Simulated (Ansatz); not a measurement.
## Ligand exchange: CCl3F + InH2(CH3) → CHCl2F + InH(CH3)Cl

Species: CCl3F (trichlorofluoromethane) `FC(Cl)(Cl)Cl`, singlet; InH2(CH3), singlet; CHCl2F `FC(Cl)Cl`, singlet; InH(CH3)Cl, singlet. The partners trade Cl for H: C–Cl and In–H bonds give way to C–H and In–Cl.

Shapes, held fixed at every level: PBE0-D4/def2-TZVP. Programs: Ansatz 0.2.0. Electronic energies: no zero-point or thermal term.

(1) Estimate ΔE of this reaction.

## Answers

(1) The highest level, CCSD(T)/def2-TZVPP, gives ΔE = -227.6 kJ/mol; the levels span -261.5 to -201.3. The column of differences is taken from that level and isn't an error. No measured value is set beside it here. For atoms past krypton def2 sets carry core potentials with scalar relativity. Correlated rows may include outer-core shells of In, which these sets cover unevenly.

```
              level                    kind  ΔE (kJ/mol)  less CCSD(T)/def2-TZVPP
        HF/def2-SVP            Hartree–Fock       -261.5                    -33.9
   SPW92/def2-TZVPP                     LDA       -201.3                    +26.3
B3LYP-D4/def2-TZVPP           global hybrid       -228.0                     -0.4
 wB97M-V/def2-TZVPP  range-separated hybrid       -221.9                     +5.7
     MP2/def2-TZVPP     perturbation theory       -229.6                     -2.0
    CCSD/def2-TZVPP   coupled cluster or CI       -233.0                     -5.4
 CCSD(T)/def2-TZVPP   coupled cluster or CI       -227.6                      0.0
```
